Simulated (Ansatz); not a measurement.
`[F][Ti]([F])([F])[c]1ccccc1` and `[F][Zr]([F])([F])[c]1ccccc1` differ in one element.

Ansatz, PBE0-D4/def2-TZVP geometries, multiplicity 1. Each molecule was computed in one conformer, which needn't be the lowest.

Elements past krypton have def2 core potentials. Scalar relativity is left out up to krypton.

```csv
property,`[F][Ti]([F])([F])[c]1ccccc1`
size of the dipole moment (B3LYP/def2-TZVPP) / D,2.82
HOMO–LUMO gap (PBE0/def2-TZVPP) / eV,5.16
size of the dipole moment (ωB97M-V/def2-TZVPP) / D,2.57
LUMO energy (B3LYP/def2-TZVPP) / eV,-2.94
size of the dipole moment (PBE/def2-TZVPP) / D,2.60
HOMO energy (B3LYP/def2-TZVPP) / eV,-7.61
```

Question: Give the same properties after the change, and the shifts. (Best estimate.)

Answer: The calculation gave: 
| property | `[F][Zr]([F])([F])[c]1ccccc1` | shift |
| --- | --- | --- |
| size of the dipole moment (B3LYP/def2-TZVPP) / D | 2.11 | -0.71 |
| HOMO–LUMO gap (PBE0/def2-TZVPP) / eV | 5.87 | 0.71 |
| size of the dipole moment (ωB97M-V/def2-TZVPP) / D | 1.84 | -0.73 |
| LUMO energy (B3LYP/def2-TZVPP) / eV | -2.00 | 0.94 |
| size of the dipole moment (PBE/def2-TZVPP) / D | 2.01 | -0.59 |
| HOMO energy (B3LYP/def2-TZVPP) / eV | -7.45 | 0.16 |

With PBE0 the HOMO rises by 0.16 eV and the LUMO rises by 0.88 eV, so the gap widens by about 0.72 eV. PBE moves the HOMO by 0.14 eV and ωB97M-V by 0.17 eV. Dipoles are sizes alone; their direction can turn.

Positive LUMOs are unbound, so they and the gaps depend on the basis.

B3LYP here is the variant with VWN-RPA as its local correlation; programs differ in this.
